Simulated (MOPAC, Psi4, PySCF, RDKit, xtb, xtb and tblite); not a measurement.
Two geometries of SMILES CC(C)CCB(O)O (C5H13BO2), relaxed at GFN2-xTB with one dihedral held; other torsions can differ between them too.

Structure A

```
21

C      1.3322    -1.3682    -0.1905
C      0.9370     0.0040     0.3503
C      2.1861     0.8105     0.7029
C      0.0877     0.7709    -0.6697
C     -1.2803     0.1276    -0.9776
B     -1.9326    -0.7062     0.2279
O     -2.1247    -2.0310     0.0693
O     -2.3354    -0.1468     1.4053
H      0.4475    -1.9588    -0.4092
H      1.9139    -1.2596    -1.1037
H      1.9352    -1.9060     0.5382
H      0.3471    -0.1398     1.2614
H      2.7897     0.2791     1.4351
H      1.9187     1.7799     1.1189
H      2.7926     0.9753    -0.1854
H     -0.0793     1.7768    -0.2709
H      0.6553     0.8828    -1.5952
H     -1.1664    -0.5482    -1.8259
H     -1.9640     0.9144    -1.3037
H     -2.5316    -2.4606     0.8234
H     -2.1870     0.7925     1.4951
```

Structure B

```
21

C     -1.3457    -1.2595     0.0512
C     -0.8842     0.1666     0.3401
C     -2.0910     1.0707     0.5873
C     -0.0343     0.7184    -0.8093
C      1.2858    -0.0470    -1.0000
B      1.2324    -1.2958    -2.0029
O      1.9324    -2.4074    -1.6916
O      0.5537    -1.2874    -3.1831
H     -0.4929    -1.9116    -0.1172
H     -1.9753    -1.2811    -0.8364
H     -1.9202    -1.6507     0.8881
H     -0.2678     0.1564     1.2456
H     -2.6856     0.6950     1.4169
H     -1.7729     2.0834     0.8256
H     -2.7244     1.1095    -0.2968
H      0.1871     1.7663    -0.5893
H     -0.6262     0.7006    -1.7290
H      2.0264     0.6485    -1.4067
H      1.6684    -0.3538    -0.0276
H      1.8841    -3.0962    -2.3563
H      0.0673    -0.4885    -3.3799
```

### Question
Which is lower in energy at the level PBE0-D3(BJ)/def2-SVP // GFN2-xTB (Psi4), and by how much?

### Answer
B is lower, by 0.96 kcal/mol (dihedral C2–C4–C5–B6: 30° in A, 90° in B).

E(B) − E(A) in kcal/mol at the other levels, on the same two geometries: GFN2-xTB (xtb and tblite) -0.61; PBE0/def2-SVP // GFN2-xTB (Psi4) -1.12; PBE/def2-SVP // GFN2-xTB (Psi4) -1.23; PBE-D3(BJ)/def2-SVP // GFN2-xTB (Psi4) -1.06; UFF // GFN2-xTB (RDKit) -1.26; PM7, restricted, heats of formation // GFN2-xTB (MOPAC) -0.67; PM6, restricted, heats of formation // GFN2-xTB (MOPAC) -0.14; GFN1-xTB // GFN2-xTB (xtb) -0.42; restricted B3LYP/6-31G*, spherical d, density fitting // GFN2-xTB (PySCF) -1.18; restricted Hartree-Fock/STO-3G // GFN2-xTB (PySCF) -0.68; restricted LDA (SVWN5)/6-31G*, spherical d, density fitting // GFN2-xTB (PySCF) -0.92; restricted BP86/6-31G*, spherical d, density fitting // GFN2-xTB (PySCF) -1.16.
